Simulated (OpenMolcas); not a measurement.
Ni3+ in a ligand field

Ni3+ with 6 ligands (fluoride) in octahedral coordination (Oh) at 1.91 Å. A charge of +0.5 e stands 3.2 Å behind each ligand. Ligand basis ANO-RCC-VDZP.
```
Ni    0.0000    0.0000    0.0000
F     1.9100    0.0000    0.0000
F     0.0000    1.9100    0.0000
F    -1.9100    0.0000    0.0000
F     0.0000   -1.9100    0.0000
F     0.0000    0.0000    1.9100
F     0.0000    0.0000   -1.9100
```

```json
{
 "Program": "OpenMolcas",
 "Method": "CASSCF",
 "Basis": "ANO-RCC-VTZP [6s5p3d2f1g]",
 "Scalar Hamiltonian": "DKH2, point nucleus",
 "Active space": "7 electrons in 5 orbitals (3d)",
 "State averaging": "2S+1 = 4 even, 10 roots; 2S+1 = 2 even, 40 roots",
 "Spin-orbit coupling": "state interaction with AMFI integrals over the reference wave functions"
}
```

The lowest spin-free states (labels of O, the rotations of Oh), above the lowest:

```
State  Degeneracy  E (cm-1)  Free-ion L (%)
  4T1           3       0.0          F (97)
  4T2           3      8164         F (100)
   2E           2     14153          G (60)
  4A2           1     17805         F (100)
  2T2           3     21450          G (79)
  2T1           3     21762          G (71)
  4T1           3     26725          P (97)
  2T1           3     27644          P (65)
  2A1           1     28836         G (100)
  2T2           3     31513          H (61)
  2T1           3     33674          H (76)
   2E           2     36288          H (65)
  2T2           3     39909          D (65)
  2T1           3     40833          H (62)
   2E           2     41621          D (44)
  2T2           3     51062          F (91)
  2T1           3     53453          F (87)
  2A2           1     54378         F (100)
  2T2           3     80025          D (90)
   2E           2     80536          D (99)
```

The lowest levels with spin-orbit coupling:

| E (cm-1) | Degeneracy | Label | 2S+1 | g |
| --- | --- | --- | --- | --- |
| 0.0 | 2 | Γ6 | 4 | 4.43 4.43 4.43 |
| 473.6 | 4 | Γ8 | 4 |  |
| 1249 | 4 | Γ8 | 4 |  |
| 1392 | 2 | Γ7 | 4 | 0.88 0.88 0.88 |
| 8892 | 2 | Γ6 | 4 | 2.50 2.50 2.50 |
| 8964 | 4 | Γ8 | 4 |  |
| 9088 | 4 | Γ8 | 4 |  |
| 9360 | 2 | Γ7 | 4 | 2.80 2.80 2.80 |
| 15025 | 4 | Γ8 | 2 |  |
| 18733 | 4 | Γ8 | 4 |  |
| 21967 | 4 | Γ8 | 2 |  |
| 22733 | 2 | Γ7 | 2 | 1.06 1.06 1.06 |
| 22753 | 4 | Γ8 | 2 |  |
| 23023 | 2 | Γ6 | 2 | 1.00 1.00 1.00 |
| 26953 | 4 | Γ8 | 4 (61 %) |  |
| 27259 | 2 | Γ7 | 4 | 2.56 2.56 2.56 |
| 27273 | 4 | Γ8 | 4 |  |
| 27765 | 2 | Γ6 | 4 (71 %) | 2.25 2.25 2.25 |
| 28959 | 2 | Γ6 | 2 (77 %) | 1.90 1.90 1.90 |
| 29136 | 4 | Γ8 | 2 (62 %) |  |

Powder χT (cm3 K/mol): 1.85 at 2 K, 1.91 at 10 K, 2.21 at 50 K, 2.58 at 100 K, 3.15 at 200 K, 3.42 at 300 K. The effective moment at 300 K is 2.828 √(χT) = 5.23 μB.

The lowest level has 2S+1 = 4, for which the spin-only value is χT = S(S+1) / 2 = 1.875 cm3 K/mol (g = 2). The computed 3.424 at 300 K differs by +1.549, through orbital momentum, spin-orbit coupling and any other state in reach. With a threefold ground state the orbital momentum is unquenched, so the spin-only value is not expected to hold.

Metal share of the active 3d orbitals (Löwdin): 91, 91, 98, 98, 98 %; Mulliken charge of the metal 1.98.

A least-squares ligand-field fit to the states below 45000 cm-1, each weighted by its degeneracy and with a free common offset, gives 10Dq = 9961 cm-1, B = 1312 cm-1 and C = 4937 cm-1 (C/B = 3.76), with an rms deviation of 302 cm-1.

The same method and metal basis give the free ion B = 1428 cm-1 (fit to its terms below 60000 cm-1, rms deviation 19 cm-1), so the nephelauxetic ratio is β = 1312 / 1428 = 0.92; it hangs on how both fits weigh the states, and computed free-ion B values tend to be too large, so β mixes covalency with correlation.

An orbital triplet at a regular site is open to Jahn-Teller coupling, which can distort the site and quench the lowest spin-orbit gaps and is left out. Without dynamic correlation the repulsion within the d shell is too large (B by tens of per cent), so at a given field states of lower spin stand too high. This shell can be high or low spin here, a state of another spin lies low, and with metal d orbitals alone active their balance is uncertain, so the ground spin may be wrong. Ligand-to-metal charge-transfer states are missing. With no ligand orbital active B as a rule stays too high, so bands that hang on it stand too high and its fall with covalency is understated. With metal d orbitals alone and no dynamic correlation the field as a rule comes out too small, by tens of per cent, by up to half for chloride and softer ligands, and with too little covalency χT stands high. No measured value stands beside these numbers; the geometry was imposed, not optimised, and the real ion may take another.
